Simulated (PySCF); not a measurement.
Metal–ligand bonds in Zn(CH3)1–Y. All species are isolated molecules in the gas phase. One relaxed conformer stands for each flexible species; it need not be the lowest. Multiplicities are imposed; where one is given, others were not computed. Strings in code marks are SMILES.

The HOMO from two functionals at the same geometries (PBE-D3(BJ)/def2-SVP), both in PySCF: PBE-D3(BJ)/def2-TZVP and TPSSh-D3(BJ)/def2-TZVP. 

| species | PBE-D3(BJ)/def2-TZVP (eV) |
|---|---|
| Y = Cl | -7.26 |
| Y = F ([Zn(CH3)(F)]) | -7.63 |
| Y = Br ([Zn(CH3)(Br)]) | -6.89 |
| Y = OH | -6.36 |
| Y = CH3 ([Zn(CH3)2]) | -6.04 |
| Y = SH ([Zn(CH3)(SH)]) | -5.91 |

**Question.** What does TPSSh-D3(BJ)/def2-TZVP give for each?

**Answer.** 
- Y = Cl: -7.89
- Y = F ([Zn(CH3)(F)]): -8.09
- Y = Br ([Zn(CH3)(Br)]): -7.48
- Y = OH: -7.06
- Y = CH3 ([Zn(CH3)2]): -6.51
- Y = SH ([Zn(CH3)(SH)]): -6.45
Over these rows, drawn at random from the members with no instability flagged (it was tested for open shells, ions and some series alone), PBE minus TPSSh-D3(BJ): mean +0.57 eV, from +0.46 eV to +0.70 eV.
